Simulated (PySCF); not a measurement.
# Electron correlation in Ti²⁺ (titanium, charge +2)

[Ar] 3d1 4s1, high-spin 3D determinant (an excited configuration). Calculation: PySCF 2.14, in def2-TZVPPD (6s6p4d2f1g, 67 functions); no relativity, point nucleus. Frozen: [Ne]; 10 electrons correlated.

```csv
level,correlation energy (mhartree)
CCSD,-256.62
(T),-5.44
CCSD(T),-262.06
```

Diagnostics: T1 = 0.0062, D1 = 0.0230, largest double amplitude 0.037.

**Question.** Is a single reference adequate?

**Answer.** Yes: T1 lies below 0.03 and no double amplitude reaches 0.07.

This basis was not built for core-valence correlation, so the inner-shell part is incomplete.
